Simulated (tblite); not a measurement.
Record of a relaxation.

Species: C8H11B.
Atom-mapped SMILES: `[BH2:1]/[CH:2]=[CH:3]/[CH2:4][C@@H:5]([C:6]#[CH:7])[CH:8]=[CH2:9]` (hydrogens: H10, H11 on B1; H12 on C2; H13 on C3; H14, H15 on C4; H16 on C5; H17 on C7; H18 on C8; H19, H20 on C9)

Computed with GFN2-xTB (tblite), gas phase: L-BFGS steps from a force-field or distance-geometry start until the largest atomic force falls under 0.01 eV/Å. 7 of its 153 geometries are shown.

Step 0: E = -648.1349 eV, largest atomic force 2.020 eV/Å
```
atom  x, y, z in Å  |  force x, y, z in eV/Å
B1      3.480   -0.236    0.316   -0.644   0.361  -0.003
C2      2.070    0.449    0.102    1.806  -0.646   0.635
C3      1.222   -0.003   -0.811   -1.173   0.726  -0.202
C4     -0.131    0.660   -1.024    0.321  -0.362  -0.373
C5     -1.081    0.397    0.176   -0.503   0.614  -0.109
C6     -2.344    1.128   -0.041   -0.061   0.110   0.020
C7     -3.370    1.732   -0.210    0.387  -0.248   0.062
C8     -1.381   -1.068    0.311    0.437  -0.903   0.673
C9     -0.904   -1.804    1.322   -0.272   0.677  -0.587
H10     4.205    0.178    1.147   -0.090  -0.095  -0.157
H11     3.793   -1.160   -0.346   -0.076   0.209   0.129
H12     1.812    1.286    0.745   -0.184  -0.030  -0.230
H13     1.477   -0.833   -1.447   -0.019  -0.098  -0.014
H14     0.023    1.746   -1.159   -0.157  -0.364   0.163
H15    -0.587    0.264   -1.949    0.039   0.180   0.362
H16    -0.623    0.795    1.113   -0.182  -0.342  -0.543
H17    -4.276    2.259   -0.351    0.263  -0.158   0.027
H18    -1.972   -1.573   -0.465    0.237   0.548   0.281
H19    -1.128   -2.858    1.383    0.148   0.152   0.136
H20    -0.291   -1.349    2.102   -0.277  -0.330  -0.270
```

Step 25: E = -648.2740 eV, largest atomic force 0.045 eV/Å
```
atom  x, y, z in Å  |  force x, y, z in eV/Å
B1      3.452   -0.235    0.327    0.019  -0.008   0.004
C2      2.095    0.444    0.098    0.034   0.011  -0.009
C3      1.197    0.023   -0.803    0.004  -0.007   0.004
C4     -0.132    0.667   -1.030   -0.015   0.005   0.011
C5     -1.070    0.405    0.176   -0.028  -0.012   0.016
C6     -2.316    1.125   -0.015    0.007   0.004  -0.008
C7     -3.345    1.703   -0.218   -0.003  -0.001  -0.002
C8     -1.349   -1.065    0.314    0.006  -0.016   0.005
C9     -0.907   -1.804    1.313   -0.009  -0.011   0.009
H10     4.183    0.164    1.149   -0.003  -0.004   0.004
H11     3.761   -1.150   -0.333   -0.004  -0.008   0.009
H12     1.827    1.325    0.676   -0.001   0.012  -0.028
H13     1.410   -0.860   -1.391    0.007  -0.009  -0.006
H14    -0.011    1.748   -1.134    0.000   0.029   0.012
H15    -0.605    0.285   -1.936    0.004  -0.010  -0.016
H16    -0.577    0.764    1.086   -0.031   0.032  -0.004
H17    -4.245    2.217   -0.378    0.013  -0.008   0.015
H18    -1.942   -1.500   -0.479    0.003   0.008   0.001
H19    -1.119   -2.857    1.381    0.002  -0.015  -0.010
H20    -0.313   -1.388    2.111   -0.006   0.010  -0.007
```

Step 51: E = -648.2866 eV, largest atomic force 0.051 eV/Å
```
atom  x, y, z in Å  |  force x, y, z in eV/Å
B1      3.459   -0.251    0.323    0.005   0.013  -0.010
C2      2.194    0.539   -0.035   -0.037   0.003   0.000
C3      1.188    0.036   -0.762   -0.011   0.000  -0.027
C4     -0.120    0.719   -0.989   -0.024  -0.012   0.017
C5     -1.083    0.394    0.185   -0.027   0.006   0.011
C6     -2.340    1.095   -0.012   -0.009  -0.004  -0.012
C7     -3.374    1.668   -0.200   -0.001  -0.021  -0.024
C8     -1.333   -1.086    0.279    0.010   0.015   0.011
C9     -0.927   -1.832    1.289   -0.011   0.002  -0.004
H10     4.167    0.133    1.170    0.046   0.018   0.014
H11     3.700   -1.251   -0.231   -0.001  -0.035  -0.012
H12     2.049    1.541    0.360   -0.012   0.007   0.005
H13     1.270   -0.965   -1.169    0.005   0.008   0.030
H14     0.006    1.804   -1.030    0.031  -0.024  -0.001
H15    -0.578    0.381   -1.921    0.009   0.015   0.001
H16    -0.626    0.746    1.118    0.011  -0.012  -0.013
H17    -4.283    2.167   -0.360    0.018  -0.002   0.020
H18    -1.875   -1.520   -0.552    0.010   0.023   0.023
H19    -1.117   -2.891    1.331    0.003   0.000  -0.018
H20    -0.383   -1.415    2.121   -0.016   0.000  -0.012
```

Step 76: E = -648.2950 eV, largest atomic force 0.045 eV/Å
```
atom  x, y, z in Å  |  force x, y, z in eV/Å
B1      3.515   -0.236    0.292   -0.010   0.005   0.006
C2      2.241    0.549   -0.052   -0.002   0.007  -0.006
C3      1.181    0.018   -0.675    0.014  -0.002   0.010
C4     -0.102    0.735   -0.936    0.017   0.002  -0.013
C5     -1.109    0.404    0.197    0.008   0.016  -0.013
C6     -2.368    1.094   -0.026    0.003   0.013   0.007
C7     -3.416    1.642   -0.208    0.003  -0.020  -0.015
C8     -1.354   -1.078    0.254    0.000   0.022   0.006
C9     -0.979   -1.850    1.255    0.019  -0.014  -0.038
H10     4.347    0.251    0.954    0.017   0.008  -0.002
H11     3.647   -1.332   -0.095   -0.004  -0.024  -0.010
H12     2.157    1.593    0.236   -0.006   0.020  -0.009
H13     1.199   -1.026   -0.965    0.013   0.016  -0.006
H14     0.058    1.814   -0.963   -0.010   0.020   0.034
H15    -0.526    0.422   -1.892   -0.024  -0.020   0.004
H16    -0.683    0.749    1.147   -0.003  -0.034   0.003
H17    -4.336    2.122   -0.361    0.016   0.010  -0.007
H18    -1.859   -1.488   -0.613   -0.001  -0.010   0.041
H19    -1.155   -2.912    1.244   -0.014  -0.018   0.033
H20    -0.465   -1.460    2.119   -0.037   0.003  -0.025
```

Step 101: E = -648.3039 eV, largest atomic force 0.022 eV/Å
```
atom  x, y, z in Å  |  force x, y, z in eV/Å
B1      3.594   -0.193    0.222    0.016   0.015   0.005
C2      2.327    0.613   -0.109    0.007  -0.008  -0.012
C3      1.200    0.047   -0.559    0.002  -0.018  -0.006
C4     -0.079    0.759   -0.838    0.005  -0.009   0.010
C5     -1.133    0.372    0.232   -0.008  -0.001   0.007
C6     -2.379    1.074   -0.027   -0.014   0.011   0.005
C7     -3.418    1.620   -0.260    0.016  -0.008   0.000
C8     -1.398   -1.108    0.229   -0.004   0.001   0.002
C9     -1.088   -1.916    1.224    0.007   0.003  -0.005
H10     4.565    0.347    0.588   -0.008   0.005   0.001
H11     3.580   -1.359    0.121    0.002   0.016  -0.014
H12     2.312    1.691    0.021    0.004  -0.003   0.004
H13     1.167   -1.025   -0.705   -0.008  -0.009   0.005
H14     0.066    1.841   -0.813   -0.008  -0.001  -0.012
H15    -0.461    0.478   -1.823    0.002  -0.007   0.010
H16    -0.752    0.676    1.214   -0.009  -0.013   0.014
H17    -4.327    2.108   -0.448    0.013   0.006  -0.004
H18    -1.880   -1.486   -0.664   -0.001   0.006  -0.002
H19    -1.297   -2.972    1.190    0.004   0.004  -0.013
H20    -0.602   -1.558    2.117   -0.019   0.009   0.006
```

Step 127: E = -648.3108 eV, largest atomic force 0.034 eV/Å
```
atom  x, y, z in Å  |  force x, y, z in eV/Å
B1      3.684   -0.109    0.123    0.002   0.026   0.022
C2      2.380    0.650   -0.161   -0.002   0.000  -0.021
C3      1.219    0.042   -0.435   -0.005  -0.004   0.014
C4     -0.070    0.730   -0.731    0.012   0.000   0.007
C5     -1.167    0.329    0.286    0.002  -0.004  -0.001
C6     -2.380    1.069   -0.017    0.016  -0.008   0.003
C7     -3.372    1.668   -0.316   -0.023   0.011   0.003
C8     -1.452   -1.145    0.221    0.003  -0.002  -0.010
C9     -1.218   -1.987    1.210   -0.018  -0.001   0.000
H10     4.676    0.476    0.330    0.009  -0.005   0.000
H11     3.681   -1.279    0.138    0.006  -0.012  -0.003
H12     2.371    1.737   -0.164   -0.002  -0.004  -0.002
H13     1.171   -1.040   -0.439   -0.004  -0.001  -0.005
H14     0.057    1.814   -0.703    0.007   0.007  -0.023
H15    -0.410    0.446   -1.732   -0.003   0.004   0.008
H16    -0.830    0.597    1.294    0.005  -0.008  -0.001
H17    -4.244    2.200   -0.552   -0.011   0.001   0.002
H18    -1.869   -1.490   -0.716    0.005   0.001   0.006
H19    -1.429   -3.039    1.125   -0.003   0.001   0.003
H20    -0.805   -1.658    2.150    0.003  -0.003  -0.002
```

Step 152: E = -648.3125 eV, largest atomic force 0.010 eV/Å
```
atom  x, y, z in Å  |  force x, y, z in eV/Å
B1      3.712   -0.081    0.121    0.001   0.009   0.003
C2      2.404    0.661   -0.194   -0.001  -0.001  -0.002
C3      1.236    0.043   -0.413    0.000  -0.003  -0.004
C4     -0.054    0.720   -0.727    0.003  -0.002  -0.001
C5     -1.156    0.324    0.285    0.000   0.000  -0.002
C6     -2.368    1.071   -0.004   -0.001  -0.002  -0.002
C7     -3.374    1.657   -0.281   -0.001   0.003   0.001
C8     -1.464   -1.145    0.205   -0.001  -0.001   0.001
C9     -1.283   -1.996    1.197    0.002   0.000   0.001
H10     4.700    0.515    0.310    0.002   0.000  -0.001
H11     3.717   -1.250    0.175   -0.003  -0.003   0.003
H12     2.396    1.746   -0.256   -0.001   0.001   0.001
H13     1.183   -1.038   -0.359   -0.001   0.000  -0.001
H14     0.070    1.806   -0.718   -0.004  -0.001  -0.001
H15    -0.385    0.421   -1.727   -0.003  -0.001   0.001
H16    -0.816    0.577    1.297    0.002  -0.003  -0.001
H17    -4.254    2.182   -0.504    0.003   0.006   0.003
H18    -1.865   -1.476   -0.745    0.005  -0.001  -0.002
H19    -1.519   -3.042    1.100    0.002   0.001   0.002
H20    -0.887   -1.683    2.150   -0.004  -0.002   0.001
```

Task: Summarise the path.

Result: The energy falls by 17.14 kJ/mol from step 0 to step 152; nine tenths of that is first reached at step 76. It never rises by more than 0.2 meV. The largest force goes from 2.020 to 0.010 eV/Å. Among the bonds B1–C2 changes most, from 1.583 to 1.536 Å; the atoms move by 0.565 Å rms after alignment.

Task: Follow the three bonds and two angles with the largest change from start to end.

Result: 
| step | E above end (kJ/mol) | largest force (eV/Å) | B1–C2 (Å) | C3–C4 (Å) | C5–C6 (Å) | C3–C2–H12 (°) | C5–C8–H18 (°) |
| --- | --- | --- | --- | --- | --- | --- | --- |
| 0 | 17.14 | 2.020 | 1.583 | 1.522 | 1.475 | 121.2 | 119.5 |
| 7 | 4.46 | 0.109 | 1.534 | 1.495 | 1.453 | 116.3 | 116.1 |
| 13 | 4.07 | 0.046 | 1.535 | 1.497 | 1.452 | 116.5 | 115.3 |
| 20 | 3.85 | 0.040 | 1.536 | 1.496 | 1.451 | 116.3 | 115.3 |
| 26 | 3.68 | 0.054 | 1.535 | 1.493 | 1.452 | 116.6 | 115.2 |
| 33 | 3.35 | 0.049 | 1.534 | 1.494 | 1.452 | 115.8 | 114.8 |
| 40 | 3.01 | 0.045 | 1.535 | 1.495 | 1.452 | 116.2 | 114.8 |
| 46 | 2.72 | 0.049 | 1.537 | 1.493 | 1.451 | 116.6 | 115.2 |
| 53 | 2.43 | 0.032 | 1.534 | 1.492 | 1.452 | 116.4 | 115.3 |
| 59 | 2.30 | 0.035 | 1.535 | 1.493 | 1.452 | 116.2 | 115.4 |
| 66 | 2.12 | 0.057 | 1.535 | 1.492 | 1.453 | 116.3 | 115.4 |
| 73 | 1.81 | 0.058 | 1.535 | 1.492 | 1.451 | 116.4 | 114.9 |
| 79 | 1.54 | 0.033 | 1.536 | 1.493 | 1.452 | 116.3 | 114.8 |
| 86 | 1.24 | 0.043 | 1.536 | 1.491 | 1.451 | 116.2 | 115.4 |
| 93 | 1.02 | 0.047 | 1.536 | 1.491 | 1.452 | 116.5 | 115.0 |
| 99 | 0.86 | 0.045 | 1.536 | 1.491 | 1.453 | 116.6 | 115.0 |
| 106 | 0.73 | 0.116 | 1.536 | 1.490 | 1.453 | 116.6 | 115.2 |
| 112 | 0.45 | 0.058 | 1.537 | 1.489 | 1.451 | 116.6 | 115.0 |
| 119 | 0.25 | 0.028 | 1.537 | 1.490 | 1.453 | 116.4 | 115.1 |
| 126 | 0.18 | 0.028 | 1.536 | 1.490 | 1.453 | 116.6 | 115.0 |
| 132 | 0.12 | 0.015 | 1.536 | 1.490 | 1.453 | 116.4 | 115.0 |
| 139 | 0.09 | 0.018 | 1.537 | 1.491 | 1.453 | 116.3 | 115.0 |
| 145 | 0.02 | 0.021 | 1.537 | 1.491 | 1.454 | 116.3 | 114.9 |
| 152 | 0.00 | 0.010 | 1.536 | 1.490 | 1.453 | 116.4 | 114.9 |

The cost below is that of the whole relaxation. Time: 1.9 s wall. Hardware: an Arm Neoverse N1 with one thread (shared host).
